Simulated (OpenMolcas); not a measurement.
Pd3+ (d7) on a cation site of an ionic host was computed by CASSCF with the d shell active (OpenMolcas, ANO-RCC-VTZP on the metal). Its lowest spin-free states, and all those of the highest spin:

```csv
2S+1,Degeneracy,E (cm-1)
4,1,0.0
4,3,9110
4,3,14983
2,3,16458
2,2,16647
2,3,22075
2,1,22221
4,3,25342
2,3,25560
2,3,26374
2,2,27260
2,3,30779
```

Problem. Is the site octahedral, tetrahedral or cube-like, axial, or of lower symmetry?

Solution. The states with 2S+1 = 4 have orbital degeneracies 1, 3, 3, 3. Threefold states need a cubic site. For d7 at this spin an octahedron puts the threefold T1 below the threefold T2 and a tetrahedron or cube puts the single A2 below the threefold T2, so the site is a tetrahedron or a cube, which this pattern cannot tell apart. The first gap at this spin, 9110 cm-1, is |10Dq| in ligand-field theory. The run had Pd3+ with its 8 nearest fluoride ions at 2.258 Å, on the Ca site of CaF2 (a = 5.46294 Å, distance in the model lattice 2.366 Å). The rest of the host is ab initio model potentials to 7.6 Å and point charges beyond; the distance is set by hand and nothing relaxes, and no local charge compensation is placed. Ligand basis ANO-RCC-VDZP.

Without dynamic correlation the repulsion within the d shell is too large (B by tens of per cent), so at a given field states of lower spin stand too high. With metal d orbitals alone the field can be off either way by tens of per cent. Ligand-to-metal charge-transfer states are missing. With no ligand orbital active B as a rule stays too high, so bands that hang on it stand too high and its fall with covalency is understated. No measured value stands beside these numbers; the geometry was set by hand and not optimised.
